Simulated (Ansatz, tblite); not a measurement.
Removing and adding an electron: ZrH2Cl2. The state is a singlet with charge 0. Geometry: PBE-D4/def2-TZVP. Ansatz, gas phase; energy differences of separate SCF runs; the oxidised species was run as a doublet alone; the reduced species was run as a doublet alone.

```xyz
5

Zr    0.042    0.060   -0.013
H    -0.391    1.780    0.501
H     1.669    0.043   -0.885
Cl   -1.577   -0.660   -1.516
Cl    0.257   -1.223    1.914
```

In the def2 sets Zr takes a core potential; there is no spin–orbit coupling. The xTB rows come from tblite. Correlated methods freeze 10 core orbitals; core or outer-core shells of Zr are correlated, in sets that lack core-valence functions. In CCSD on the charge 1 doublet the largest single amplitude is 0.28, so its Hartree–Fock determinant may place the open shell otherwise than the density functionals do.

| level | −HOMO (eV) | vertical IE (eV) | −LUMO (eV) | vertical EA (eV) | HOMO–LUMO gap (eV) | IE − EA (eV) | remarks |
| --- | --- | --- | --- | --- | --- | --- | --- |
| GFN2-xTB | 11.83 | 14.30 | 9.27 | 6.31 | 2.57 | 7.98 | – |
| HF/def2-TZVPP | – | 10.53 | – | – | – | – | – |
| PBE-D4/def2-TZVP | 7.43 | 10.46 | 3.69 | – | 3.75 | – | – |
| r2SCAN-D4/def2-TZVPD | 7.82 | – | 3.52 | 1.03 | 4.30 | – | HOMO above zero (-1 doublet) |
| PBE0-D4/def2-TZVPD | 8.84 | – | 2.80 | 1.12 | 6.04 | – | HOMO above zero (-1 doublet) |
| MP2/def2-TZVPD | – | – | – | 0.85 | – | – | – |
| MP2/def2-TZVPP | – | 11.14 | – | – | – | – | – |
| CCSD(T)/def2-TZVPP | – | 11.17 | – | – | – | – | – |

Q: Estimate the rows for GFN1-xTB, HF/def2-TZVPD, PBE-D4/def2-TZVPD, r2SCAN-D4/def2-TZVP, PBE0-D4/def2-TZVP, CCSD/def2-TZVPD, CCSD/def2-TZVPP, CCSD(T)/def2-TZVPD.

A: 
```tsv
level	−HOMO (eV)	vertical IE (eV)	−LUMO (eV)	vertical EA (eV)	HOMO–LUMO gap (eV)	IE − EA (eV)	remarks
GFN1-xTB	12.70	15.15	10.26	7.23	2.44	7.92	–
HF/def2-TZVPD	–	–	–	0.68	–	–	–
PBE-D4/def2-TZVPD	7.44	–	3.70	0.99	3.74	–	HOMO above zero (-1 doublet)
r2SCAN-D4/def2-TZVP	7.83	10.72	3.52	–	4.31	–	–
PBE0-D4/def2-TZVP	8.84	10.94	2.79	–	6.05	–	–
CCSD/def2-TZVPD	–	–	–	0.95	–	–	–
CCSD/def2-TZVPP	–	11.29	–	–	–	–	–
CCSD(T)/def2-TZVPD	–	–	–	0.92	–	–	–
```

   A HOMO above zero means that the electron is unbound at that level or that self-interaction error raises the level; the energy of removing that electron tells which. Raw xTB energy differences between charge states are shifted by several eV; the methods need an empirical correction for them.
